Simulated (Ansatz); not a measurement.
Ideal-gas functions of CH3FOTe, SMILES `OC(F)[TeH]` at 298.15 K and 1 bar, from an Ansatz frequency run at PBE0-D4/def2-TZVP.

Molar mass 177.63 g/mol, point group C1 (symmetry number 1), electronic degeneracy 1, moments of inertia 54.296, 243.117, 285.931 u Å². Harmonic wavenumbers (cm⁻¹, unscaled): 132, 236, 254, 455, 555, 612, 633, 1034, 1153, 1206, 1330, 1422, 2166, 3141, 3803.

Use S(trans) = R[1.5 ln M + 2.5 ln T − 1.1517]; rotational temperatures θ = 24.2544 K / I; S(rot) = R[ln(√π/σ · √(T³/θAθBθC)) + 1.5]; for each mode x = 1.438777 ν̃/T, S = R[x/(eˣ − 1) − ln(1 − e⁻ˣ)] and H = RT x/(eˣ − 1); 1 cm⁻¹ = 0.0119627 kJ/mol; R = 8.31446 J/(mol·K).

Problem. By hand: the entropy, in J/(mol·K).

Solution. Translation 173.5. Rotation: θ = 0.4467, 0.0998, 0.0848 K, giving 111.5. Vibration, mode by mode: 12.20, 7.67, 7.12, 3.27, 2.23, 1.80, 1.66, 0.34, 0.21, 0.17, 0.10, 0.07, 0.00, 0.00, 0.00, in all 36.8. Electronic 0.0. Sum 321.8 J/(mol·K).

Problem. By hand: H − E and G − E in kJ/mol, counted from the electronic energy.

Solution. Zero-point energy ½ × 18132 × 0.0119627 = 108.5; thermal vibration 6.5; translation, rotation and pV give 4 RT = 9.9. H − E = 124.9 kJ/mol, and G − E = 124.9 − 298.15 × 321.8/1000 = 29.0 kJ/mol.

Vibration gives 11 % of the entropy, 12.2 J/(mol·K) of it from the mode under 150 cm⁻¹: soft modes count most, and the harmonic formula is weakest for them. The sum counts one conformer and one mirror image; others add a mixing term.
